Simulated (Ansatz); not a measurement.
Compare A (`BOC(C)=O`) with its isomer B (`OC1(O)BC1`).

Computed with Ansatz on PBE0-D4/def2-TZVP structures; ΔE is electronic, products minus reactants. CCSD(T)/CBS is the MP2 limit (def2-TZVPP, def2-QZVPP) plus CCSD(T) − MP2 in def2-TZVPP, frozen cores. DFT in def2-TZVPP. Each species was taken in one conformer, which may not be the lowest.

(1) Which isomer does CCSD(T)/CBS put lower? Give the gap. (An estimate is asked.)

(2) Give E(B) − E(A) in kcal/mol with B2PLYP, r2SCAN-D4, CCSD(T)/def2-SVP, BLYP-D4, PBE-D4, CCSD/def2-TZVPP, HF/def2-TZVPP. (Estimate.)

(3) Does the order hold for the free energy at 298.15 K (harmonic terms from PBE0-D4)? (An estimate is asked.)

Largest T1 diagnostic: 0.015.

## Answers

(1) Computed: A, by 71.0 kcal/mol.

(2) Ansatz gave: B2PLYP 74.4, r2SCAN-D4 70.2, CCSD(T)/def2-SVP 78.5, BLYP-D4 73.9, PBE-D4 67.1, CCSD/def2-TZVPP 72.7, HF/def2-TZVPP 81.0. None reverses the order clearly.

(3) Ansatz gave: Yes: G(B) − G(A) = +71.7 kcal/mol, for one conformer each.

Leaving LDA and LC-ωPBE aside and taking each functional with its dispersion term where it has one, the values, not all of them listed here, spread over 7.3 kcal/mol, from PBE-D4 to BHLYP-D4. LDA lies −5.2 kcal/mol from PBE without D4. At CCSD(T), def2-SVP lies +7.6 kcal/mol from the extrapolated value and def2-TZVPP +1.9 kcal/mol.
